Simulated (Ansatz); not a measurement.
Ansatz (a quantum-chemistry and plane-wave program) job for CH5F3Si2, SMILES C[Si@@H]([SiH](F)F)F, PBE/def2-SVPD. Geometry optimised at PBE0-D3(BJ)/def2-SVP. The structure was generated by enumeration; whether it is a known compound was not checked. The values are those of a single conformer.

Ansatz 0.2 input:
```yaml
crystal:
  periodic: [false, false, false]
  atoms:
    - {symbol: C, position_ang: [-2.19084826, 0.87202200, -0.69419844]}
    - {symbol: Si, position_ang: [-0.96596619, -0.49897903, -0.39515551]}
    - {symbol: F, position_ang: [-1.56128297, -1.53183887, 0.72337593]}
    - {symbol: Si, position_ang: [1.03827773, 0.36049990, 0.46169919]}
    - {symbol: F, position_ang: [1.47610861, 1.57294720, -0.52582668]}
    - {symbol: F, position_ang: [2.21327372, -0.75183755, 0.39275208]}
    - {symbol: H, position_ang: [-3.13156312, 0.47577921, -1.10630659]}
    - {symbol: H, position_ang: [-2.42147859, 1.41303503, 0.23610856]}
    - {symbol: H, position_ang: [-1.77292264, 1.59195362, -1.41621692]}
    - {symbol: H, position_ang: [-0.69996539, -1.27537371, -1.64087043]}
    - {symbol: H, position_ang: [1.00576370, 0.89774465, 1.84815277]}
basis:
  gaussian:
    orbitals: def2-SVPD
hamiltonian:
  xc: {name: PBE}
```

It prints:

```
WARN ansatz: RAYON_NUM_THREADS=2 ignored (pool sized by the plan → 2); use --threads N
Functional definition: PBE
integrals: 0.12 GiB planned
1500 factors; their error is unknown
mean field: 0.77 GiB planned
mean field evaluation 1: about -24989.9950 eV, gradient 7.4e1 eV
mean field evaluation 2: about -24963.3309 eV, gradient 1.4e2 eV
mean field evaluation 4: about -25000.4777 eV, gradient 8.2e0 eV
mean field evaluation 8: about -25000.6353 eV, gradient 1.7e-1 eV
mean field evaluation 16: about -25000.5858 eV, gradient 5.7e-5 eV
mean field -25000.58581284 eV, -918.7545826163 hartree, gradient 6.1e-5 eV, S^2 0.000000; 0 other end points of the search recorded, 0 dependent functions left out
reference -25000.58586833 eV, -918.7545846555 hartree; 33, 33 occupied and 144, 144 virtual orbitals, 1500 factors
Total energy: -25000.58586833 eV, -918.7545846555 hartree
```

The run converged.
